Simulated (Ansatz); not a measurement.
`[F][Zr]([F])([Br])[Br]`. Charge 0, multiplicity 1. Zr: def2 effective core potential.

Z-matrix (Å, degrees):
```
Zr
F 1 1.880
Br 1 2.485 2 109.5
Br 1 2.485 2 109.5 3 121.0
F 1 1.880 2 108.7 3 -119.5
```

**Question.** What are the harmonic wavenumbers in cm⁻¹ at PBE0-D4/def2-TZVP (Ansatz, finite differences of forces, unscaled)? (Best estimate.)

**Answer.** Computed: 68, 109, 122, 137, 163, 282, 328, 688, 693.

**Question.** Is this a minimum?

**Answer.** Yes, all 9 modes are real.

**Question.** Give the ideal-gas thermochemistry at 298.15 K and 1 bar (rigid rotor, harmonic oscillator; point group C2v, symmetry number 2).

**Answer.** Zero-point energy 15.5 kJ/mol; H(298) − E = 37.4 kJ/mol; entropy 383.4 J/(mol·K), of which translation 179.5, rotation 122.8, vibration 81.0; G(298) − E = -76.9 kJ/mol. Modes under 100 cm⁻¹ are hindered rotations or soft bends, so the harmonic entropy is rough.

**Question.** And at 400, 500, 600, 800 and 1000 K?

**Answer.** 
```json
{"T (K)": "400", "H − E (kJ/mol)": "47.3", "S (J/mol/K)": "411.9", "G − E (kJ/mol)": "-117.5"}
{"T (K)": "500", "H − E (kJ/mol)": "57.4", "S (J/mol/K)": "434.4", "G − E (kJ/mol)": "-159.8"}
{"T (K)": "600", "H − E (kJ/mol)": "67.7", "S (J/mol/K)": "453.2", "G − E (kJ/mol)": "-204.2"}
{"T (K)": "800", "H − E (kJ/mol)": "88.6", "S (J/mol/K)": "483.3", "G − E (kJ/mol)": "-298.0"}
{"T (K)": "1000", "H − E (kJ/mol)": "109.8", "S (J/mol/K)": "506.9", "G − E (kJ/mol)": "-397.1"}
```

**Question.** Rotational constants (cm⁻¹)?

**Answer.** 0.04991, 0.02239, 0.01845.
